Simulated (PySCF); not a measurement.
## UHF on Cu (copper, neutral)

Configuration: [Ar] 3d9 4s2, 2D determinant (an excited configuration). All numbers are calculated (PySCF 2.14, scalar relativity by spin-free X2C-1e, in x2c-QZVPPall (11s7p6d4f2g, 108 functions)).

```
Total energy                                                  : -1653.199436 hartree
One-electron energy                                           : -2301.3839 hartree
Hartree (Coulomb) energy                                      : 714.5745 hartree
Exchange energy                                               : -66.3900 hartree
⟨S²⟩                                                          : 0.7520
⟨L²⟩                                                          : 6.017
Sum of ⟨r⟩                                                    : 21.88 bohr
Sum of ⟨r²⟩                                                   : 35.81 bohr²
Traceless quadrupole moment −½Σ⟨3z² − r²⟩ along its main axis : -0.173 e·bohr²
Langevin diamagnetic susceptibility                           : -28.4 ×10⁻⁶ cm³/mol
```

```tsv
shell	electrons	mean orbital energy (eV)	spread (eV)	rms radius, mean of both spins (bohr)
1s α	1	-9053.9	0	0.0601
1s β	1	-9053.9	0	0.0601
2s α	1	-1141.1	0	0.254
2s β	1	-1140.0	0	0.254
2p α	3	-981.62	1.146	0.228
2p β	3	-980.54	0.057	0.228
3s α	1	-148.32	0	0.761
3s β	1	-145.42	0	0.761
3p α	3	-99.350	2.350	0.811
3p β	3	-95.901	1.659	0.811
3d α	5	-20.425	2.838	1.06
3d β	4	-18.758	2.208	1.06
4s α	1	-8.008	0	3.18
4s β	1	-7.785	0	3.18
```

Densities and radii are taken from the X2C orbitals without a picture-change correction, which distorts them close to the nucleus.

Spin-orbit constants ζ (cm⁻¹) from the X2C one-electron operator on these orbitals: bare nucleus, nucleus screened by l(l+1)(2l+1)/3 electrons, and screened by the Breit-Pauli mean field of the electrons.

| shell | bare | screened nucleus | mean field |
| --- | --- | --- | --- |
| 2p | 115100 | 107100 | n/a |
| 3p | 14380 | 13390 | n/a |
| 3d | 1408 | 922.8 | n/a |

To first order the Landé constant is A = -922.8 cm⁻¹, so the lowest level has J = 5/2 and lies 0.114 eV below the centre of the term.
